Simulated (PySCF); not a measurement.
Lanthanum: highly charged ions in a basis for the neutral atom

La⁸⁺ [Kr] 4d10 5s2 5p1, La⁹⁺ [Kr] 4d10 5s2. Calculation: PySCF 2.14, in def2-SVP with the def2 core potential (46 electrons); scalar relativity through the core potential. No spin-orbit coupling, so a gap to NIST mixes the basis error with missing relativistic terms.

Changed run: basis of the neutral atom used for a highly charged ion. This setting is unsound on purpose.

```csv
species,method,sound run (hartree),changed run (hartree),converged
La⁸⁺,UHF,not run,-15.90379,yes
La⁸⁺,MN15,not run,-15.98636,yes
La⁹⁺,UHF,not run,-11.63294,yes
La⁹⁺,MN15,not run,-11.71927,yes
```

Ionisation energy of La⁸⁺:

```
method  changed run (eV)  NIST (eV)
   UHF            116.22  119 ± 2.2
  MN15            116.11  119 ± 2.2
  TPSS            117.25  119 ± 2.2
```

The contracted functions were made for the neutral atom and can be too rigid for a highly charged ion.
